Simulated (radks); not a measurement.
Results of a calculation; reference values are marked as such.
Neutral mercury inside a hard spherical wall (all orbitals vanish at R), configuration held at [Hg] and not refilled when levels cross. Level of theory: scalar-relativistic Kohn-Sham, PBE, spin-polarised, spherical densities, finite nucleus; Fermi nuclear charge, rms radius 5.4648 fm (a radial shooting solver on a logarithmic mesh with Libxc functionals). Eigenvalues in eV for spin up, with the zero of energy where the potential of the charges vanishes at infinity; a dash marks a level that is unbound or too diffuse for the functional's potential to be trusted. A positive occupied level is held by the wall or, in an anion where self-interaction has pushed it up, behind a barrier. The pressure on the wall is -dE/dV.

| R (bohr) | E (hartree) | kinetic (hartree) | e(4f) | e(5p) | e(5d) | e(6s) | e(6p, empty) | e(7s, empty) | pressure (GPa) |
|---|---|---|---|---|---|---|---|---|---|
| free | -19617.9745 | 22008.725 | -95.902 | -66.524 | -9.866 | -6.811 | - | - | 0 |
| 12 | -19617.9745 | 22008.725 | -95.901 | -66.524 | -9.865 | -6.811 | -1.014 | 0.731 | < 0.0001 |
| 8 | -19617.9733 | 22008.737 | -95.834 | -66.456 | -9.800 | -6.747 | -0.613 | 3.491 | 0.0578 |
| 7 | -19617.9699 | 22008.768 | -95.699 | -66.321 | -9.672 | -6.614 | -0.172 | 5.745 | 0.297 |
| 6 | -19617.9565 | 22008.868 | -95.316 | -65.943 | -9.318 | -6.219 | 0.797 | 10.018 | 1.62 |
| 2 | -19602.9467 | 22069.176 | -31.802 | -13.309 | 49.415 | 106.22 | 146.33 | 349.50 | 21600 |
| 1.5 | -19559.5497 | 22219.952 | 47.330 | 65.366 | 147.06 | 322.58 | 390.29 | 813.52 | 183000 |
